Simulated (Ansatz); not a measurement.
Results of the Gaussian-basis code of Ansatz.

A structure relaxed at PBE0-D4/def2-TZVP, charge 0, multiplicity 1:

Cartesian coordinates in Å:
```
C 1.413 -0.453 -0.399
N 0.499 0.621 -0.054
Si -1.080 0.384 0.521
O -1.978 -0.470 -0.548
Br -1.203 -0.858 2.364
H 2.023 -0.781 0.450
H 0.844 -1.317 -0.749
H 2.081 -0.150 -1.210
H 0.962 1.468 0.240
H -1.625 1.720 0.842
H -1.936 -0.165 -1.457
```

Task: Give its formula and SMILES.

Result: CH6BrNOSi, `CN[SiH](O)Br`.

Task: Summarise the bond lengths by kind.

Result: 1 × C–N 1.451 Å; 3 × C–H 1.092 to 1.096 Å; 1 × N–Si 1.697 Å; 1 × H–N 1.009 Å; 1 × O–Si 1.637 Å; 1 × Br–Si 2.226 Å; 1 × H–Si 1.478 Å; 1 × H–O 0.960 Å.
